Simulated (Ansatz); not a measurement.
Ansatz (a first-principles code) input file for In(H)(Et)(OH) (C₂H₇InO), SMILES C[CH2][InH][OH], PBE-D3(BJ)/def2-SVP. 

Ansatz 0.2 input:
```yaml
crystal:
  periodic: [false, false, false]
  atoms:
    - {symbol: In, position_ang: [-0.28345956, -0.53998994, 0.00000000]}
    - {symbol: H, position_ang: [-1.18932907, -2.00874085, -0.00000001]}
    - {symbol: C, position_ang: [-0.70186549, 1.60974444, -0.00000000]}
    - {symbol: C, position_ang: [0.56472824, 2.46734672, -0.00000000]}
    - {symbol: H, position_ang: [-1.33050366, 1.81637578, -0.88184182]}
    - {symbol: H, position_ang: [-1.33050366, 1.81637578, 0.88184181]}
    - {symbol: H, position_ang: [1.19163474, 2.27645248, 0.88658586]}
    - {symbol: H, position_ang: [1.19163475, 2.27645248, -0.88658586]}
    - {symbol: H, position_ang: [0.32659063, 3.54569275, 0.00000000]}
    - {symbol: O, position_ang: [1.70068546, -0.94702526, -0.00000000]}
    - {symbol: H, position_ang: [2.24733443, -0.14944623, 0.00000000]}
basis:
  gaussian:
    orbitals: def2-SVP
hamiltonian:
  xc: pbe
  dispersion: d3bj
relax: {f_tol: 0.002, max_steps: 200}
```

It prints:

```
WARN ansatz: RAYON_NUM_THREADS=1 ignored (pool sized by the plan → 1); use --threads N
Functional definition: PBE
integrals: 0.05 GiB planned
1181 factors; their error is unknown
mean field: 0.27 GiB planned
mean field evaluation 1: about -9383.0703 eV, gradient 8.6e1 eV
mean field evaluation 2: about -9262.7764 eV, gradient 2.0e2 eV
mean field evaluation 4: about -9399.3764 eV, gradient 1.8e1 eV
mean field evaluation 8: about -9400.2533 eV, gradient 2.1e-1 eV
mean field evaluation 16: about -9400.2186 eV, gradient 1.5e-3 eV
mean field -9400.21858653 eV, -345.4516613579 hartree, gradient 6.6e-5 eV, S^2 0.000000; 0 other end points of the search recorded, 0 dependent functions left out
the calculation of the forces begins
reference -9400.21863329 eV, -345.4516630763 hartree; 24, 24 occupied and 79, 79 virtual orbitals, 1181 factors
relax step   1: F+E_penalty+E_count = -9400.41279248 eV  Δ(F+E_penalty+E_count) = +0.000e0 eV  max|allowed force component| = 4.765e-1 eV/Å  Δτ_max = 0.0000 Å  (31 SCF iters, accepted)
these checks for a lower state are left out or cut short: starts, cluster_reference, orbital_swaps, neighbouring_geometries, increment
integrals: 0.05 GiB planned
1181 factors; their error is unknown
mean field: 0.27 GiB planned
mean field -9400.22840255 eV, -345.4520220900 hartree, gradient 9.1e-6 eV, S^2 0.000000; 0 other end points of the search recorded, 0 dependent functions left out
the calculation of the forces begins
reference -9400.22844938 eV, -345.4520238109 hartree; 24, 24 occupied and 79, 79 virtual orbitals, 1181 factors
relax step   2: F+E_penalty+E_count = -9400.42222172 eV  Δ(F+E_penalty+E_count) = -9.429e-3 eV  max|allowed force component| = 1.459e-1 eV/Å  Δτ_max = 0.0229 Å  (34 SCF iters, accepted)
these checks for a lower state are left out or cut short: starts, cluster_reference, orbital_swaps, neighbouring_geometries, increment
integrals: 0.05 GiB planned
1181 factors; their error is unknown
mean field: 0.28 GiB planned
mean field evaluation 32: about -9400.2291 eV, gradient 8.2e-5 eV
mean field -9400.22909899 eV, -345.4520476838 hartree, gradient 9.1e-6 eV, S^2 0.000000; 0 other end points of the search recorded, 0 dependent functions left out
the calculation of the forces begins
reference -9400.22914581 eV, -345.4520494042 hartree; 24, 24 occupied and 79, 79 virtual orbitals, 1181 factors
relax step   3: F+E_penalty+E_count = -9400.42318360 eV  Δ(F+E_penalty+E_count) = -9.619e-4 eV  max|allowed force component| = 2.724e-2 eV/Å  Δτ_max = 0.0155 Å  (34 SCF iters, accepted)
these checks for a lower state are left out or cut short: starts, cluster_reference, orbital_swaps, neighbouring_geometries, increment
integrals: 0.05 GiB planned
1181 factors; their error is unknown
mean field: 0.28 GiB planned
mean field -9400.22935660 eV, -345.4520571506 hartree, gradient 9.1e-6 eV, S^2 0.000000; 0 other end points of the search recorded, 0 dependent functions left out
the calculation of the forces begins
reference -9400.22940339 eV, -345.4520588702 hartree; 24, 24 occupied and 79, 79 virtual orbitals, 1181 factors
relax step   4: F+E_penalty+E_count = -9400.42340798 eV  Δ(F+E_penalty+E_count) = -2.244e-4 eV  max|allowed force component| = 1.879e-2 eV/Å  Δτ_max = 0.0093 Å  (34 SCF iters, accepted)
these checks for a lower state are left out or cut short: starts, cluster_reference, orbital_swaps, neighbouring_geometries, increment
integrals: 0.05 GiB planned
1181 factors; their error is unknown
mean field: 0.28 GiB planned
mean field -9400.22923871 eV, -345.4520528182 hartree, gradient 1.4e-5 eV, S^2 0.000000; 0 other end points of the search recorded, 0 dependent functions left out
the calculation of the forces begins
reference -9400.22928546 eV, -345.4520545365 hartree; 24, 24 occupied and 79, 79 virtual orbitals, 1181 factors
relax step   5: F+E_penalty+E_count = -9400.42343314 eV  Δ(F+E_penalty+E_count) = -2.517e-5 eV  max|allowed force component| = 1.003e-2 eV/Å  Δτ_max = 0.0067 Å  (25 SCF iters, accepted)
these checks for a lower state are left out or cut short: starts, cluster_reference, orbital_swaps, neighbouring_geometries, increment
integrals: 0.05 GiB planned
1181 factors; their error is unknown
mean field: 0.27 GiB planned
mean field -9400.22924461 eV, -345.4520530351 hartree, gradient 1.5e-5 eV, S^2 0.000000; 0 other end points of the search recorded, 0 dependent functions left out
the calculation of the forces begins
reference -9400.22929137 eV, -345.4520547537 hartree; 24, 24 occupied and 79, 79 virtual orbitals, 1181 factors
relax step   6: F+E_penalty+E_count = -9400.42345378 eV  Δ(F+E_penalty+E_count) = -2.064e-5 eV  max|allowed force component| = 4.199e-3 eV/Å  Δτ_max = 0.0029 Å  (24 SCF iters, accepted)
these checks for a lower state are left out or cut short: starts, cluster_reference, orbital_swaps, neighbouring_geometries, increment
integrals: 0.05 GiB planned
1181 factors; their error is unknown
mean field: 0.27 GiB planned
mean field evaluation 64: about -9400.2292 eV, gradient 6.4e-6 eV
mean field -9400.22920268 eV, -345.4520514944 hartree, gradient 6.4e-6 eV, S^2 0.000000; 0 other end points of the search recorded, 0 dependent functions left out
the calculation of the forces begins
reference -9400.22924944 eV, -345.4520532128 hartree; 24, 24 occupied and 79, 79 virtual orbitals, 1181 factors
relax step   7: F+E_penalty+E_count = -9400.42345844 eV  Δ(F+E_penalty+E_count) = -4.659e-6 eV  max|allowed force component| = 1.852e-3 eV/Å  Δτ_max = 0.0020 Å  (24 SCF iters, accepted)
these checks for a lower state are left out or cut short: starts, cluster_reference, orbital_swaps, neighbouring_geometries, increment
integrals: 0.05 GiB planned
1181 factors; their error is unknown
mean field: 0.28 GiB planned
mean field -9400.22914217 eV, -345.4520492705 hartree, gradient 1.1e-5 eV, S^2 0.000000; 0 other end points of the search recorded, 0 dependent functions left out
the calculation of the forces begins
reference -9400.22918892 eV, -345.4520509886 hartree; 24, 24 occupied and 79, 79 virtual orbitals, 1181 factors
relax step   8: F+E_penalty+E_count = -9400.42346091 eV  Δ(F+E_penalty+E_count) = -2.471e-6 eV  max|allowed force component| = 1.237e-3 eV/Å  Δτ_max = 0.0030 Å  (24 SCF iters, accepted)
integrals: 0.05 GiB planned
1181 factors; their error is unknown
mean field: 0.28 GiB planned
mean field -9400.22914217 eV, -345.4520492705 hartree, gradient 1.1e-5 eV, S^2 0.000000; 1 other end points of the search recorded, 0 dependent functions left out
the calculation of the forces begins
reference -9400.22918892 eV, -345.4520509886 hartree; 24, 24 occupied and 79, 79 virtual orbitals, 1181 factors
Total energy: -9400.42350767 eV, -345.4591920708 hartree
Atom 0 at    -0.293769    -0.542019    -0.000000 Å, force     0.000151    -0.000566     0.000000 eV/Å
Atom 1 at    -1.182829    -2.029458    -0.000000 Å, force    -0.000265    -0.000331     0.000000 eV/Å
Atom 2 at    -0.701805     1.612454    -0.000000 Å, force    -0.000560     0.000765    -0.000000 eV/Å
Atom 3 at     0.570304     2.461528    -0.000000 Å, force     0.001237     0.000688    -0.000000 eV/Å
Atom 4 at    -1.335762     1.817737    -0.888060 Å, force    -0.000020    -0.000205    -0.000174 eV/Å
Atom 5 at    -1.335762     1.817737     0.888060 Å, force    -0.000020    -0.000205     0.000174 eV/Å
Atom 6 at     1.201758     2.268229     0.892207 Å, force    -0.000156    -0.000340     0.000146 eV/Å
Atom 7 at     1.201758     2.268229    -0.892207 Å, force    -0.000156    -0.000340    -0.000146 eV/Å
Atom 8 at     0.339556     3.549284     0.000000 Å, force    -0.000308     0.000156    -0.000000 eV/Å
Atom 9 at     1.706594    -0.946506     0.000000 Å, force    -0.000156     0.000376    -0.000000 eV/Å
Atom 10 at     2.216903    -0.113975     0.000000 Å, force     0.000253     0.000002     0.000000 eV/Å
Dipole moment:    -0.257847     0.488284     0.000000 e Å
```

The calculation finished and met its thresholds.
